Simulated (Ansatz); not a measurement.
`[O]=[Mo]([OH])([OH])([F])[Cl]` + H–F → `[O]=[Mo]([OH])([OH])([F])[F]` + HCl  (ligand exchange at a Mo–Cl bond)

Isolated molecules relaxed with PBE0-D4/def2-TZVP in Ansatz; ΔE leaves out vibrations. CCSD(T)/CBS is the MP2 limit (def2-TZVPP, def2-QZVPP) plus CCSD(T) − MP2 in def2-TZVPP, frozen cores. This one scheme is used for every species. Functionals use def2-TZVPP. Elements past krypton have def2 core potentials. For Mo outer-core shells are correlated without core-valence functions, which leaves a few kJ/mol of doubt a bond. Each species was taken in one conformer, which may not be the lowest.

```csv
species,B2PLYP energy (Eh)
`[O]=[Mo]([OH])([OH])([F])[Cl]`,-855.10157
H–F,-100.43758
`[O]=[Mo]([OH])([OH])([F])[F]`,-494.85446
HCl,-460.68739
```

Q: Work out ΔE.

A: ΔE = (-494.85446) + (-460.68739) − (-855.10157) − (-100.43758) = -0.00270 Eh = -1.7 kcal/mol. CCSD(T)/CBS gives +0.6 kcal/mol.

Largest T1 diagnostic among the species: 0.024, so the coupled-cluster value is less sure than usual.

In def2-TZVPP, CCSD(T) changes the Hartree–Fock value by +4.4 kcal/mol (the triples alone add +1.3 kcal/mol) and MP2 by +8.4 kcal/mol. From PBE to PBE0 (25 % exact exchange), in def2-TZVPP and without D4, ΔE moves by +0.9 kcal/mol. The D4 term adds +1.6 kcal/mol with B3LYP and +0.9 kcal/mol with PBE0; it sums over pairs of atoms, weighted by their polarisabilities, and B3LYP, whose exchange is more repulsive, gets the larger term.

B3LYP here is the variant with VWN-RPA as its local correlation; programs differ in this.
